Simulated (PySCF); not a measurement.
**Two-component Hartree-Fock for Zr³¹⁺ (zirconium, charge +31)**

Start: [He] 2s2 2p5; 2p1/2 filled at m_j = -1/2, +1/2; 2p3/2 filled at m_j = -1/2, +1/2, +3/2. Calculated with PySCF 2.14 in an even-tempered Gaussian basis (17 s from 12 bohr⁻², ratio 2.4; 12 p from 15 bohr⁻², ratio 2.4; 5 d from 59 bohr⁻², ratio 2.6; 4 f from 88 bohr⁻², ratio 2.6): generalised Hartree-Fock with the X2C-1e Hamiltonian and a Gaussian nucleus; one run each with spin-orbit coupling (SO) switched off, then screened by Boettger's factors.

```tsv
spinor shell	electrons	ε, spin-free (eV)	ε, screened SO (eV)	weight of nominal j (screened SO)	rms radius, screened SO (bohr)
1s1/2	2	-19932.1	-19929.6	1.000	0.0425
2s1/2	2	-4230.2	-4229.4	1.000	0.171
2p1/2	2	-3984.8	-4046.0	0.994	0.148
2p3/2	3	-3984.8	-3955.3	0.996	0.152
```

| quantity | spin-free | screened SO |
| --- | --- | --- |
| E (hartree) | -2777.62304 | -2778.98316 |
| M_J | 3/2 | 3/2 |
| ⟨J²⟩ | 3.750 | 3.750 |
| ⟨L²⟩ | 2.000 | 2.002 |
| ⟨S²⟩ | 0.750 | 0.752 |

Each row is a mean over spinors that exchange with the open shell spreads, by up to 31.486 eV (2s1/2).

Breit and QED terms are absent; they matter most for the inner s and p1/2 levels.

Densities and radii are taken from the X2C orbitals without a picture-change correction, which distorts them close to the nucleus.

Without spin-orbit coupling the j labels of p, d and f shells carry no meaning; the spin-free column gives the mean over the occupied spinors of each nl shell.
